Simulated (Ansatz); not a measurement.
```yaml
crystal:
  periodic: [false, false, false]
  atoms:
    - {symbol: Cu, position_ang: [0.712013, -1.309199, 0.152234]}
    - {symbol: Cu, position_ang: [-0.575392, 2.593373, -0.244465]}
    - {symbol: Cu, position_ang: [-1.672823, -3.745158, 0.163213]}
    - {symbol: Cu, position_ang: [2.299671, 1.345570, 0.054156]}
    - {symbol: Cu, position_ang: [-1.435284, -0.378473, -0.070149]}
    - {symbol: O, position_ang: [1.163909, 2.656787, -0.132062]}
    - {symbol: O, position_ang: [2.185221, -0.384817, 0.203032]}
    - {symbol: O, position_ang: [-0.911705, -2.102549, 0.083497]}
    - {symbol: O, position_ang: [-1.765600, 1.324457, -0.209456]}
basis:
  gaussian: {orbitals: def2-SVP, initial_orbitals: start.molden}
total_charge: 1
hamiltonian: {xc: pbe}
correlation: {method: rpa, frozen_orbitals: {Cu: 9, O: 1}}
scf: {omitted_lower_state_checks: [starts]}
```

The file start.molden holds the orbitals of an earlier run on this structure, at another level or in another basis.

```sh
$ ansatz run in.yaml --threads 4 --pin off --events-out ev --progress --plain --max-ram 4787MiB
```

It prints (some lines left out):

```
Functional definition: PBE
2238 factors; integrals over basis functions are off by at most 7.2e-4 eV
mean field evaluation 1: about -231305.0573 eV, gradient 1.9e1 eV
mean field evaluation 2: about -231305.9132 eV, gradient 2.2e0 eV
mean field evaluation 4: about -231305.9374 eV, gradient 3.8e-1 eV
mean field evaluation 8: about -231306.2683 eV, gradient 1.3e0 eV
mean field evaluation 16: about -231306.4317 eV, gradient 2.5e-2 eV
mean field -231306.43170896 eV, -8500.3545801737 hartree, gradient 1.7e-6 eV, S^2 0.000000; 0 other end points of the search recorded, 0 dependent functions left out; unrestricted orbitals would lower it
mean field evaluation 32: about -231094.1803 eV, gradient 2.0e0 eV
49 core orbitals not correlated: weight in the atoms' cores, before any rotation towards them, 1.000 or more for the frozen orbitals, at most 0.000 for the correlated occupied ones
reference -231074.34415862 eV, -8491.8255200132 hartree; 39, 39 occupied and 123, 123 virtual orbitals, 2238 factors
Error: the energy between an occupied orbital and the lowest state that it is excited into in its spin channel is -0.0783 eV and must be positive: a state without a gap has no random-phase energy
```

(1) Can the result of this run be used?

Answers

(1) No. The run stopped with an error. The reference has no gap: an occupied orbital lies above an empty one, and the correlation energy can't be formed.
